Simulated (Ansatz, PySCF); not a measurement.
Mo(NH)2(Cl)(Br) (BrClH2MoN2), SMILES [Cl][Mo](=[NH])([Br])=[NH], multiplicity 1. Atoms are numbered in the order given.

```xyz
7

Mo     0.3199    -0.4648     0.0000
N      1.2853    -0.7201     1.3863
H      2.1529    -0.9448     1.8721
N      1.2853    -0.7201    -1.3863
H      2.1529    -0.9448    -1.8721
Cl    -1.3459    -2.0265     0.0000
Br    -0.3440     1.8718     0.0000
```
Charge 0, spin multiplicity 1.

Geometry: PBE0-D3(BJ)/def2-SVP. The spin state was assumed, not searched. The structure was generated by enumeration; whether it is a known compound was not checked. The def2 effective core potentials stand for the cores of Mo; spin–orbit coupling is left out.

Two levels are set side by side: PBE-D3(BJ)/def2-SVP (Ansatz, a program for electronic structure) and PBE0-D3(BJ)/def2-SVP (Ansatz). Each level has its own optimised geometry; the coordinates shown are those of the second. Frequencies come from the Hessian of PySCF at each geometry. Differences are taken from unrounded values.

```tsv
quantity	PBE0-D3(BJ)	PBE-D3(BJ)	PBE-D3(BJ) minus PBE0-D3(BJ)
mean bond length (Å)	1.695	1.709	0.015
bond Mo1–N2 (Å)	1.708	1.732	0.024
bond Mo1–N4 (Å)	1.708	1.732	0.024
bond Mo1–Cl6 (Å)	2.283	2.294	0.011
bond Mo1–Br7 (Å)	2.429	2.441	0.012
bond N2–H3 (Å)	1.019	1.028	0.009
bond N4–H5 (Å)	1.019	1.028	0.009
highest harmonic wavenumber (cm⁻¹)	3621	3497	-124
mean harmonic wavenumber (cm⁻¹)	894	856	-38
zero-point energy (kcal/mol)	19.17	18.35	-0.82
```

GGA bonds tend to be longer and softer than those of functionals with exact exchange. Differences between two approximate levels are no errors against the true value.
